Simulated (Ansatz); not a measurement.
Reactions of `S[SiH2][SiH2][GeH3]`.

Isolated molecules relaxed with PBE0-D4/def2-TZVP in Ansatz; ΔE leaves out vibrations. CBS: MP2 limit from def2 TZ/QZ plus the TZ coupled-cluster correction, frozen cores. This one scheme is used for every species. Functionals use def2-TZVPP. No spin–orbit coupling; open shells (•) take unrestricted orbitals. Elements past krypton have def2 core potentials. For Ge, In, Se outer-core shells are correlated without core-valence functions, which leaves a few kJ/mol of doubt a bond. Scalar relativity is left out up to krypton. One conformer a species, not always the lowest.

```tsv
reaction	CCSD(T)/CBS(def2) (kJ/mol)
`S[SiH2][SiH2][GeH3]` + `O[SiH](O)F` → `O[SiH](F)[O][GeH3]` + `[SiH3][SiH2]S`	-12
`S[SiH2][SiH2][GeH3]` + `C=[CH][InH][F]` → `[F][InH][GeH3]` + `C=C[SiH2][SiH2]S`	-40
`S[SiH2][SiH2][GeH3]` + `C[SiH](F)F` → `C[Si](F)(F)[GeH3]` + `[SiH3][SiH2]S`	22
`S[SiH2][SiH2][GeH3]` + `[NH2][AlH2]` → `[AlH2][NH][SiH2][GeH3]` + `[SiH3]S`	?
`S[SiH2][SiH2][GeH3]` → `[SiH2][GeH3]`• + `[SiH2]S`•	327
`S[SiH2][SiH2][GeH3]` + H₂ → `[SiH3][SiH2][GeH3]` + H₂S	38
`S[SiH2][SiH2][GeH3]` + `C#C[SiH3]` → `[SiH3]C#[C][GeH3]` + `[SiH3][SiH2]S`	8
`S[SiH2][SiH2][GeH3]` + `F[SiH2][AlH2]` → `F[SiH]([AlH2])[GeH3]` + `[SiH3][SiH2]S`	9
`S[SiH2][SiH2][GeH3]` + `ClBCl` → `ClB(Cl)[SiH2][GeH3]` + `[SiH3]S`	?
`S[SiH2][SiH2][GeH3]` + H₂Se → `S[SiH2][SeH]` + `[SiH3][GeH3]`	?
```

(1) Fill in the missing values. (An estimate is asked.)

Largest T1 diagnostic: 0.016, for `[SiH2]S`•.

## Answers

(1) Computed: `S[SiH2][SiH2][GeH3]` + `[NH2][AlH2]` → `[AlH2][NH][SiH2][GeH3]` + `[SiH3]S`: -38.0 kJ/mol; `S[SiH2][SiH2][GeH3]` + `ClBCl` → `ClB(Cl)[SiH2][GeH3]` + `[SiH3]S`: +19.1 kJ/mol; `S[SiH2][SiH2][GeH3]` + H₂Se → `S[SiH2][SeH]` + `[SiH3][GeH3]`: -55.1 kJ/mol.
